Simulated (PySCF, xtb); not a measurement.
C3H8ClSi, SMILES C[Si]([CH2])(Cl)C, multiplicity 2.

Harmonic wavenumbers (cm⁻¹) from GFN2-xTB run with xtb at its own minimum, in rising order: 78, 103, 116, 146, 148, 188, 197, 198, 438, 517, 662, 722, 733, 799, 800, 820, 850, 875, 1360, 1361, 1383, 1475, 1479, 1480, 1485, 3037, 3040, 3046, 3048, 3052, 3055, 3104, 3147.

Task: What does PBE-D3(BJ)/def2-SVP run with PySCF give at its own minimum? (The exact figures need the calculation; the answer reports its results.)

Result: 88, 151, 162, 165, 174, 212, 223, 225, 469, 566, 634, 637, 675, 732, 742, 805, 813, 847, 1214, 1219, 1320, 1372, 1375, 1381, 1388, 2975, 2976, 3062, 3075, 3076, 3084, 3084, 3165. Paired by order, the mean absolute difference is 51 cm⁻¹ and the zero-point energies are 61.4 and 60.2 kcal/mol.
